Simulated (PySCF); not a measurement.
BH3O3.
Numbering: `[OH:1][B:2]([OH:3])[OH:4]` (hydrogens: H5 on O1; H6 on O3; H7 on O4)

Method used: EOM-IP-CCSD/aug-cc-pVDZ in PySCF, restricted Hartree–Fock reference, 4 core orbitals frozen, non-relativistic, gas phase, PBE0-D3(BJ)/def2-SVP geometry.

Hartree–Fock orbital energies give these Koopmans values (eV): HOMO 13.66, HOMO-1 14.02, HOMO-2 14.71, HOMO-3 15.36, HOMO-4 16.42, HOMO-5 17.37, HOMO-6 18.58, HOMO-7 20.80.

Q: What vertical ionisation energies does EOM-IP-CCSD give?

A: 
```
leading hole (HF orbital)  Koopmans (eV)  EOM-IP-CCSD (eV)  change (eV)  one-hole share
                     HOMO          13.66             12.05        -1.61            0.95
                   HOMO-1          14.02             12.35        -1.67            0.95
                   HOMO-2          14.71             12.95        -1.76            0.95
                   HOMO-3          15.36             13.63        -1.73            0.95
                   HOMO-4          16.42             14.89        -1.53            0.95
                   HOMO-5          17.37             15.57        -1.80            0.95
                   HOMO-6          18.58             17.22        -1.36            0.96
                   HOMO-7          20.80             19.35        -1.45            0.95
```

Q: Does the order of the lines follow the orbital energies?

A: Yes, no two lines change places. The corrections run from -1.80 to -1.36 eV, with a mean of -1.61 eV over the 8 lines; no line lies above its Koopmans value. Koopmans values leave out both the relaxation of the orbitals and the change in correlation energy.

Q: At what kinetic energies would He II light (40.81 eV) eject these electrons?

A: 28.76 eV (HOMO), 28.46 eV (HOMO-1), 27.86 eV (HOMO-2), 27.18 eV (HOMO-3), 25.92 eV (HOMO-4), 25.24 eV (HOMO-5), 23.59 eV (HOMO-6), 21.46 eV (HOMO-7).

One root was sought for each valence orbital with −ε under 21 eV, eight at most, so deeper holes and satellites are missing; no vibrational structure.

Shape of the structure used: `[OH:1][B:2]([OH:3])[OH:4]`: H–O1–B2–O3 -2°, H–O3–B2–O1 -1°, H–O4–B2–O1 0°.

One conformer stands for the species.
